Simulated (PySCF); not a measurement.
AlH6NO2Si, SMILES [SiH2](N)[Al]([OH])[OH]. Geometry: B3LYP-D3(BJ)/def2-SVP. The structure was generated by enumeration; whether it is a known compound was not checked. The values are those of a single conformer.

Question: Give the equilibrium geometry at B3LYP-D3(BJ)/def2-SVP (PySCF confirms it by a frequency run) as Cartesian coordinates in Å. (The exact figures need the calculation; the answer reports its results.)

Answer: One answer among several that fit: 
```xyz
11

Si    -1.2930    -0.7632     0.4162
N     -2.3462     0.6208     0.2474
Al     0.9223     0.0519    -0.1441
O      2.3280    -0.7134     0.4423
O      0.9412     1.4233    -1.1634
H     -1.3790    -1.2532     1.8273
H     -1.6526    -1.9614    -0.4252
H     -3.3443     0.5255     0.4155
H     -2.1776     1.2474    -0.5348
H      3.2552    -0.5061     0.3030
H      1.6811     1.9332    -1.5031
```
Charge 0, spin multiplicity 1.
